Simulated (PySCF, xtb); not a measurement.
BBr3, SMILES BrB(Br)Br.

Harmonic wavenumbers (cm⁻¹) from GFN2-xTB (xtb) at its own minimum, in rising order: 139, 139, 269, 325, 748, 748.

Task: What does PBE-D3(BJ)/def2-SVP run with PySCF give at its own minimum? (Estimate from the structure and the level; the computed values follow.)

Result: 148, 148, 276, 373, 821, 821. Paired by order, the mean absolute difference is 37 cm⁻¹ and the zero-point energies are 3.4 and 3.7 kcal/mol.
